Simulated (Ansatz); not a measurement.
Reaction (ligand exchange at a Mg–C bond): `C[CH2][Mg][OH]` + H–F → `[OH][Mg][F]` + `CC`

Program: Ansatz. Geometries: PBE0-D4/def2-TZVP. ΔE: electronic, gas phase. CCSD(T)/CBS is the MP2 limit (def2-TZVPP, def2-QZVPP) plus CCSD(T) − MP2 in def2-TZVPP, frozen cores. This one scheme is used for every species. DFT in def2-TZVPP. For Mg outer-core shells are correlated without core-valence functions, which leaves a few kJ/mol of doubt a bond. Each species was taken in one conformer, which may not be the lowest.

CCSD(T)/CBS gives -2.12 eV.

Q: Another level gave -2.22 eV. Which?
A. r2SCAN0-D4/def2-TZVPP
B. PBE-QIDH/def2-TZVPP
C. CCSD(T)/def2-TZVPP
D. RPA@PBE/def2-TZVPP

A: A. r2SCAN0-D4 -2.22, CCSD(T)/def2-TZVPP -2.11, RPA@PBE/def2-TZVPP -2.05, PBE-QIDH -2.16 eV.

Largest T1 diagnostic among the species: 0.011.

Leaving LDA and LC-ωPBE aside and taking each functional with its dispersion term where it has one, the values, not all of them listed here, spread over 0.19 eV, from BHLYP-D4 to PBE-D4. LDA lies +0.10 eV from PBE without D4. From PBE to PBE0 (25 % exact exchange), in def2-TZVPP and without D4, ΔE moves by −0.03 eV.
